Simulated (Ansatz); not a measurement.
An input meant for the cluster Pt₂H₂ (charge 0, singlet; scaled by 0.96).

```yaml
crystal:
  periodic: [false, false, false]
  atoms:
    - {symbol: Pt, position_ang: [-0.614958, -0.996954, 0.394481]}
    - {symbol: Pt, position_ang: [1.067495, 0.367287, -0.503378]}
    - {symbol: H, position_ang: [1.129063, 1.178084, 0.694546]}
    - {symbol: H, position_ang: [-1.581590, -0.548418, -0.585648]}
basis:
  gaussian: {orbitals: def2-SVPD, fitting: {mean_field: def2-universal-jkfit}}
total_charge: -3
magnetization: {spin_polarized: true, initial_magnetization: 1}
hamiltonian: {xc: {name: SPW92}}
scf: {omitted_lower_state_checks: [starts]}
output: {forces: true}
```

```sh
$ ansatz run in.yaml --threads 4 --pin off --events-out ev --progress --plain --max-ram 3916MiB
```

Output, abridged:

```
Functional definition: SPW92
490 factors; integrals over basis functions are off by at most 2.0e-1 eV
mean field evaluation 1: about -5899.8333 eV, gradient 2.7e2 eV
mean field evaluation 2: about -6162.5785 eV, gradient 2.4e2 eV
mean field evaluation 4: about -6485.7902 eV, gradient 6.9e1 eV
mean field evaluation 8: about -6506.6631 eV, gradient 1.1e1 eV
mean field evaluation 16: about -6507.2825 eV, gradient 1.2e-2 eV
mean field -6507.28245802 eV, -239.1382195377 hartree, gradient 5.9e-6 eV, S^2 0.754126; 0 other end points of the search recorded, 0 dependent functions left out
reference -6507.28248306 eV, -239.1382204580 hartree; 21, 20 occupied and 65, 66 virtual orbitals, 490 factors
Total energy: -6507.28248306 eV, -239.1382204580 hartree
Atom 0 at    -0.614958    -0.996954     0.394481 Å, force    -0.965317    -2.804567     2.963328 eV/Å
Atom 1 at     1.067495     0.367287    -0.503378 Å, force     2.451218     0.737003    -3.321015 eV/Å
Atom 2 at     1.129063     1.178084     0.694546 Å, force     0.519376     1.598462     2.159491 eV/Å
Atom 3 at    -1.581590    -0.548418    -0.585648 Å, force    -2.005277     0.469103    -1.801805 eV/Å
Dipole moment:     0.000747    -0.001039    -0.000161 e Å
Checks for a lower state left out: starts
```

In this input the charge is far from what the species holds (-3 typed, 0 meant). The run converged. The result belongs to that input, not to the species as meant.

In the def2 sets Pt takes a core potential; there is no spin–orbit coupling. A multiply charged anion in the gas phase is held together partly by the finite basis.
